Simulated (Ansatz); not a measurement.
# Worked example: the enthalpy of C3H8 + ICl → C2H5I + CH3Cl

Species: C3H8 (propane) `CCC`, singlet; ICl (iodine monochloride), singlet; C2H5I (iodoethane) `CCI`, singlet; CH3Cl (chloromethane) `CCl`, singlet. The partners trade CH3 for I: C–CH3 and Cl–I bonds give way to C–I and Cl–CH3.

Shapes, held fixed at every level: PBE0-D4/def2-TZVP. Programs: Ansatz 0.2.0. The zero-point and thermal terms to 298 K, harmonic and unscaled (PBE0-D4/def2-TZVP), stand in the table.

At CCSD(T)/def2-TZVPP; 1 Eh = 2625.50 kJ/mol:

```
species  energy (Eh)  H(298 K) − E (kJ/mol)  tabulated ΔfH (kJ/mol)
   C3H8  -118.915650                  285.9                  -104.4
    ICl  -756.856014                   11.9                   +17.4
  C2H5I  -376.217188                  185.8                    -7.1
  CH3Cl  -499.560551                  109.7                   -82.6
```

Q: Work out the reaction enthalpy at 298 K from the calculation and from the table of heats.

A: 
1. Electronic: (-376.217188) + (-499.560551) − [(-118.915650) + (-756.856014)] = -0.006075 Eh = -15.9 kJ/mol.
2. Zero-point and thermal: (185.8) + (109.7) − [(285.9) + (11.9)] = -2.3 kJ/mol.
3. Computed ΔH = -18.2 kJ/mol.
4. From the heats of formation (Active Thermochemical Tables): (-7.1) + (-82.6) − [(-104.4) + (17.4)] = -2.7 kJ/mol.
5. Computed less tabulated: -15.5 kJ/mol. Tabulated heats carry uncertainties of their own.

For atoms past krypton def2 sets carry core potentials with scalar relativity. Outer-core shells of I are correlated, in sets that cover them unevenly.
